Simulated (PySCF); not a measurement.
**[Lu(NH2)2]+ at several levels of theory**

Computed with PySCF 2.14.0 (density fitting, no spin-orbit coupling) at the geometry relaxed with PBE0:

```xyz
7
[Lu(NH2)2]+ (singlet in the valence; each metal's 4f electrons, 14 of them, lie in its core potential, out of spins and levels)
Lu    0.0000    0.0000   -0.2595
N     1.6067    0.1627    0.9632
H     1.5336    0.1701    1.9828
H     2.6011    0.2528    0.7471
N    -1.6067   -0.1627    0.9632
H    -1.5336   -0.1701    1.9828
H    -2.6011   -0.2528    0.7471
```

| level | basis | state | HOMO (eV) | gap (eV) | charge on Lu1 (e) | population of f-type functions on Lu1 (polarisation alone where 4f lies in the core) | dipole about the centre of mass (D) | largest force component (eV/Å) |
| --- | --- | --- | --- | --- | --- | --- | --- | --- |
| PBE0 | Lu lcecp-1-SVP with ECP60, N def2-SVP, H def2-SVP | singlet | -11.77 | 4.72 | 1.16 | 0.05 | 2.79 | 0.01 |
| revPBE | the same | singlet | -10.43 | 2.73 | 1.03 | 0.04 | 2.37 | 0.52 |
| B3LYP | the same | singlet | -11.54 | 4.11 | 1.11 | 0.05 | 2.70 | 0.38 |

In the lcecp rows the 4f levels are missing from HOMO and gap, and the state counts the valence alone.

Charges are Mulliken's, which hang on the basis. The relaxation used the grid (50, 194), these runs (75, 302) or, all-electron (x2c bases, spin-free X2C Hamiltonian), (99, 590).

(1) What does PBE0 with Lu lcecp-1-TZVP with ECP60, N def2-TZVP, H def2-TZVP give here?

An lcecp potential fixes the number of 4f electrons, so in runs with it no electron can move into or out of that shell.

## Answers

(1) state singlet, HOMO (eV) -11.80, gap (eV) 4.73, charge on Lu1 (e) 1.61, population of f-type functions on Lu1 (polarisation alone where 4f lies in the core) 0.04, dipole about the centre of mass (D) 3.04, largest force component (eV/Å) 0.31. Time: 9.5 s on 2 threads of Arm Neoverse V2 (shared host), from free ions and atoms.
